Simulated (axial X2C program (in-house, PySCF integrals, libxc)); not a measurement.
Ω levels of ClIrCl from open-shell CI on d7 s0 p(π)0

Calculated with an axial X2C code built on PySCF integrals: two-component X2C with atomic mean-field Coulomb and Gaunt terms, basis Cl dyall-av3z, Ir dyall-v3z (cores contracted in-house). Orbitals come from Hartree–Fock averaged over the configuration Ir d7 s0 p(π)0; CI then distributes these electrons over the d, s, p(π) shells of Ir.

Cl–Ir–Cl held linear, both bonds 2.281 Å (near the minimum of the configuration average).

Lowest levels of this model:

| Ω | energy (cm⁻¹) | g∥ | configuration |
| --- | --- | --- | --- |
| 9/2 | 0 | 11.87 | 100% d7 |
| 7/2 | 84 | 9.26 | 100% d7 |
| 5/2 | 720 | 6.32 | 100% d7 |
| 1/2 | 1112 | 1.26 | 100% d7 |
| 3/2 | 1216 | 3.69 | 100% d7 |
| 7/2 | 5476 | 8.56 | 100% d7 |
| 3/2 | 5497 | 3.96 | 100% d7 |
| 5/2 | 6694 | 5.47 | 100% d7 |
| 1/2 | 6984 | 0.60 | 100% d7 |
| 3/2 | 7517 | 2.25 | 100% d7 |
| 5/2 | 7623 | 6.27 | 100% d7 |
| 1/2 | 9173 | 0.34 | 100% d7 |
| 3/2 | 9521 | 4.03 | 100% d7 |
| 1/2 | 10555 | 1.71 | 100% d7 |
| 7/2 | 14593 | 8.03 | 100% d7 |
| 5/2 | 14628 | 6.34 | 100% d7 |
| 9/2 | 15080 | 9.96 | 100% d7 |
| 7/2 | 21027 | 6.50 | 100% d7 |
| 11/2 | 23801 | 12.00 | 100% d7 |
| 9/2 | 25187 | 8.99 | 100% d7 |

g∥ is the magnitude of 2⟨Lz + ge Sz⟩ for the +Ω component.

Q: From Ω and g∥ of the lowest level, whose 2⟨Lz + ge Sz⟩ is positive, find ⟨Sz⟩ and ⟨Lz⟩ (ge = 2.0023).

A: Ω = ⟨Lz⟩ + ⟨Sz⟩ = 9/2 and ⟨Lz⟩ + ge⟨Sz⟩ = 5.935, so ⟨Sz⟩ = 1.43 and ⟨Lz⟩ = 3.07.

Occupations of the active spinors in the lowest level by ω, shell by shell in order of energy: -5/2: 0.00; -3/2: 0.98 0.02 0.00; -1/2: 0.90 0.10 0.00 0.00; 1/2: 1.00 1.00 0.00 0.00; 3/2: 1.00 1.00 0.00; 5/2: 1.00. The leading determinant has weight 0.88 among 463.

This point took 14 s on 1 thread of Arm Neoverse N1 (shared host).

Dynamic correlation is missing, so gaps between terms are too wide and other configurations may lie lower; the lowest level listed is that of this model, not necessarily the ground state. For d shells the ligand-field splittings (σ, π, δ) and their order can be off by a thousand cm⁻¹ or more. At most 4 roots were kept for each Ω > 0 (twice that for Ω = 0) within 3.2 eV of the lowest, so higher up levels can be missing between those listed; levels with Ω > 0 are doubly degenerate and listed once, Ω = 0 levels singly. Some active spinors are only partly of the character that their shell is named for, so the shell names and counts are nominal. States that fill the shells left empty in the average are placed too high. The molecule was held linear; bending was not examined.
